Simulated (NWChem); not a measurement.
System: CH4GeO; SMILES O=[CH][GeH3]

All runs: NWChem. Coordinates come from a PBE-D3(BJ)/def2-SVP optimisation. Vertical excitations in the gas phase; the lowest state need not have the same character in each row.

For level PBE/aug-cc-pVDZ, full TDDFT:

| Item | Value |
|---|---|
| lowest state with f > 0.02, singlet (eV) | 5.40 |
| oscillator strength of that bright state | 0.121 |
| orbital gap (eV) | 2.95 |

Q: Estimate the same quantities for level B3LYP/aug-cc-pVDZ, full TDDFT.

A: 
| Quantity | Result |
|---|---|
| lowest state with f > 0.02, singlet (eV) | 5.69 |
| oscillator strength of that bright state | 0.021 |
| orbital gap (eV) | 5.02 |
